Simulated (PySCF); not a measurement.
The same gas-phase reaction for F, Cl, I:
- 2 GeF2 + 4 H → GeH4 + GeF4
- 2 GeCl2 + 4 H → GeH4 + GeCl4
- 2 GeI2 + 4 H → GeH4 + GeI4

Energies from PySCF (xtb for GFN2), thermal terms from the rigid-rotor harmonic-oscillator model, ideal gas at 1 bar. † marks an energy on the PBE0/def2-TZVP geometry and frequencies; other levels use their own. MP2 and CCSD(T) freeze the core. Open shells (unrestricted): H (multiplicity 2); the rest are closed-shell singlets. GFN2 has no spin-polarisation term. I: scalar-relativistic def2 core potential, no spin-orbit coupling. Ge: all electrons, no relativistic terms. MP2 isn't extrapolated to the basis-set limit. CCSD(T) isn't extrapolated to the basis-set limit.

ΔH°(298 K) in kJ, by level:

```tsv
level	F	Cl	I
ωB97M-V/def2-TZVP†	-912.5	-950.6	…
PBE/def2-TZVP†	-858.2	-884.1	-887.2
GFN2-xTB	-700.8	-886.1	…
HF/def2-TZVP†	-771.5	-772.5	…
PBE0/def2-TZVP	-907.8	-928.3	…
MP2/def2-TZVPP†	-933.4	-961.9	…
CCSD(T)/def2-SVP†	-936.8	-963.2	…
MP2/def2-SVP†	-911.5	-943.1	…
```

### Question
Complete the blanks.

### Answer

- ωB97M-V/def2-TZVP†, I: -968.4
- GFN2-xTB, I: -907.5
- HF/def2-TZVP†, I: -766.8
- PBE0/def2-TZVP, I: -929.5
- MP2/def2-TZVPP†, I: -977.3
- CCSD(T)/def2-SVP†, I: -946.4
- MP2/def2-SVP†, I: -930.4
